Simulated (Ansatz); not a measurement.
The same path of CH₅FSi₂ (9 atoms, charge 0, multiplicity 1) was run twice with different band settings. The coordinate that changes most is the dihedral H6–C1–Si2–Si4.

Computed with RKS PBE0/def2-SVP in Ansatz.

Relaxed end points:

```xyz
9
Properties=species:S:1:pos:R:3
C 0.022 1.234 -0.967
Si 0.504 -0.351 -0.115
F 2.107 -0.535 -0.337
Si -0.479 -1.199 1.663
H 0.189 1.147 -2.053
H 0.636 2.071 -0.598
H -1.040 1.460 -0.790
H -0.002 -2.600 1.898
H -1.937 -1.227 1.300
```

```xyz
9
Properties=species:S:1:pos:R:3
C -0.182 1.049 -1.152
Si 0.315 -0.489 -0.225
F 1.569 -1.141 -1.038
Si 0.111 -0.802 1.944
H 0.685 1.716 -1.282
H -0.972 1.587 -0.608
H -0.559 0.786 -2.153
H 0.358 -2.240 2.283
H -1.325 -0.466 2.231
```

Common settings: spring 5.0 eV/Å²; optimiser quadratic models (default); start path IDPP; force threshold 0.03 eV/Å; end points relaxed.

| run | movable images | climbing image | iteration limit |
| --- | --- | --- | --- |
| 1 | 7 | yes | 35 |
| 2 | 8 | no | 34 |

(1) What does each run give, and how far can it be trusted?

Results:

(1) Run 1: converged after 4 iterations, highest image 0.043 eV above the first end. A vibrational analysis at the climbing image gives one clearly imaginary mode, 129i cm⁻¹: a first-order saddle point.
Run 2: converged after 4 iterations, highest image 0.042 eV above the first end. No image climbed, so the highest image needn't sit at the top of the path.
